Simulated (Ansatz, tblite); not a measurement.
Spin states of the cluster Sc₂N₂ (the lowest singlet isomer of a short search), each relaxed with r2SCAN-D4/def2-SVP in Ansatz. Electronic energies in the gas phase.

The xTB rows come from tblite. Correlated methods freeze 12 core orbitals; core or outer-core shells of Sc are correlated, in sets that lack core-valence functions. The structure comes from a short search, and lower isomers may exist.

Singlet geometry (D2h within 0.1 Å):

```csv
atom,x (Å),y (Å),z (Å)
Sc1,0.5716,0.5866,1.0726
Sc2,-0.5717,-0.5865,-1.0726
N3,0.8362,0.6131,-0.7809
N4,-0.8361,-0.6132,0.7809
```

Triplet geometry (D2h within 0.1 Å):

| atom | x (Å) | y (Å) | z (Å) |
| --- | --- | --- | --- |
| Sc1 | 0.775 | 0.705 | 1.004 |
| Sc2 | -0.775 | -0.705 | -1.004 |
| N3 | 1.031 | -0.400 | -0.515 |
| N4 | -1.031 | 0.400 | 0.515 |

Quintet geometry (D2h within 0.1 Å):

```xyz
4

Sc    0.8463    0.0221   -1.3106
Sc   -0.8463   -0.0220    1.3106
N    -0.7837   -0.7173   -0.5182
N     0.7837    0.7173    0.5182
```

⟨S²⟩: triplet 2.03 at PBE0-D4/def2-TZVP (pure 2.00), quintet 6.06 at PBE0-D4/def2-TZVP (pure 6.00).

Run but left out: HF/STO-3G (triplet: ⟨S²⟩ 2.97, where a pure state has 2.00).

Only these spin states were relaxed.

```json
{"level": "GFN1-xTB", "triplet − singlet (kJ/mol)": "106.2", "quintet − singlet (kJ/mol)": "235.5", "lowest of these": "singlet"}
{"level": "GFN2-xTB", "triplet − singlet (kJ/mol)": "100.9", "quintet − singlet (kJ/mol)": "219.8", "lowest of these": "singlet"}
{"level": "LDA (SPW92)/def2-TZVP", "triplet − singlet (kJ/mol)": "132.9", "quintet − singlet (kJ/mol)": "355.6", "lowest of these": "singlet"}
{"level": "PBE-D4/def2-TZVP", "triplet − singlet (kJ/mol)": "114.7", "quintet − singlet (kJ/mol)": "308.1", "lowest of these": "singlet"}
{"level": "revPBE-D4/def2-TZVP", "triplet − singlet (kJ/mol)": "113.1", "quintet − singlet (kJ/mol)": "298.4", "lowest of these": "singlet"}
{"level": "r2SCAN-D4/def2-TZVP", "triplet − singlet (kJ/mol)": "117.1", "quintet − singlet (kJ/mol)": "293.5", "lowest of these": "singlet"}
{"level": "r2SCANh-D4/def2-TZVP", "triplet − singlet (kJ/mol)": "117.3", "quintet − singlet (kJ/mol)": "285.7", "lowest of these": "singlet"}
{"level": "PBE0-D4/def2-TZVP", "triplet − singlet (kJ/mol)": "119.5", "quintet − singlet (kJ/mol)": "289.1", "lowest of these": "singlet"}
{"level": "BHLYP-D4/def2-TZVP", "triplet − singlet (kJ/mol)": "103.4", "quintet − singlet (kJ/mol)": "235.2", "lowest of these": "singlet"}
{"level": "CAM-B3LYP-D4/def2-TZVP", "triplet − singlet (kJ/mol)": "128.6", "quintet − singlet (kJ/mol)": "283.9", "lowest of these": "singlet"}
{"level": "RPA@PBE/def2-TZVP", "triplet − singlet (kJ/mol)": "62.4", "quintet − singlet (kJ/mol)": "200.2", "lowest of these": "singlet"}
```

Change of the quintet − singlet gap on mixing in exact exchange, in kJ/mol: PBE to PBE0 (25 % exact exchange) -18.9; r2SCAN to r2SCANh (10 % exact exchange) -7.9.

The xTB methods have no spin-polarisation term.
